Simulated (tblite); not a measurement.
Species: C₅H₁₂O₂Si.
Z-matrix (Å and degrees, GFN2-xTB geometry), rows numbered from 1:
```
C 
O   1  1.4100
C   2  1.4022  1  117.03
Si  3  1.9139  2  105.13  1   162.43
O   3  1.4047  2  114.73  1   -83.37
C   5  1.3991  3  117.44  2    79.67
C   6  1.4936  5  116.83  3  -177.87
C   6  1.5014  5  120.12  3  -108.32
H   1  1.0893  2  106.24  3  -167.20
H   1  1.0938  2  112.05  3    73.41
H   1  1.0973  2  110.72  3   -48.57
H   3  1.1077  2  109.28  1    39.57
H   4  1.4641  3  107.63  2  -178.73
H   4  1.4639  3  107.54  2   -58.97
H   4  1.4572  3  107.59  2    61.20
H   6  1.0900  5  113.01  3    39.12
H   7  1.0781  6  116.74  8  -107.78
H   7  1.0790  6  118.47  8   108.89
H   8  1.0792  6  117.36  7   107.11
H   8  1.0802  6  118.67  7  -108.30
```

Method: GFN2-xTB as coded in tblite; computed harmonic values from a numerical Hessian at the method's own geometry, unscaled. Against measured fundamentals such values can be off by several per cent, at times by over 20. Modes of hydrogen on silicon can be 10 to 20 % off. One conformer, not necessarily the lowest.

Harmonic wavenumbers (cm⁻¹): 49.9, 68.8, 81.1, 103.0, 122.5, 161.3, 188.7, 272.4, 366.0, 384.9, 402.9, 503.7, 563.5, 579.9, 748.6, 761.2, 771.6, 796.8, 809.6, 842.3, 864.7, 959.0, 978.2, 1000.7, 1032.9, 1066.8, 1080.8, 1081.1, 1095.5, 1127.3, 1147.8, 1154.1, 1161.1, 1245.5, 1260.0, 1343.1, 1363.9, 1403.3, 1417.1, 1468.8, 1472.1, 1487.7, 2258.2, 2260.4, 2316.7, 2758.3, 2905.8, 2949.1, 2952.8, 3012.3, 3076.8, 3090.8, 3103.2, 3122.2.

A = 2483, B = 1109, C = 818.9 MHz; mass 132.061 u (most abundant isotopes); point group C1, symmetry number 1.

Question: Zero-point energy?

Answer: Half the sum of the wavenumbers: 34298 cm⁻¹ = 410.30 kJ/mol.

Question: Give the ideal-gas entropy at 400 K and 1 bar in the rigid-rotor, harmonic-oscillator model (classical rotation).

Answer: Translation 175.87, rotation 126.45, vibration 184.23: S = 486.5 J/(mol K).

Question: And Cp and H(400 K) − H(0)?

Answer: Cp = 214.85 J/(mol K), of which vibrations give 181.59 (their classical limit is 54 R = 449.0); H(400 K) − H(0) = 50.54 kJ/mol without the zero-point energy, 37.24 from vibrations.

Question: What must be added to the electronic energy to get the Gibbs energy at 400 K and 1 bar?

Answer: ZPE + [H(400 K) − H(0)] − T·S = 410.30 + 50.54 − 194.62 = 266.22 kJ/mol.

Question: Which modes carry the vibrational entropy at 400 K?

Answer: 49.9 cm⁻¹: 22.61; 68.8 cm⁻¹: 19.95; 81.1 cm⁻¹: 18.59; 103.0 cm⁻¹: 16.62; 122.5 cm⁻¹: 15.20; 161.3 cm⁻¹: 12.96 J/(mol K); the other 48 give 78.32 together.

Hindered rotation and anharmonicity are outside this model. Other conformers, if any are populated, would add a mixing term that is left out. The structure is chiral; the term R ln 2 for an equal mix with its mirror image is left out.

Time: 0.73 s wall. Hardware: Arm Neoverse V1, one thread, on a shared host. The figure is for the frequency step alone.
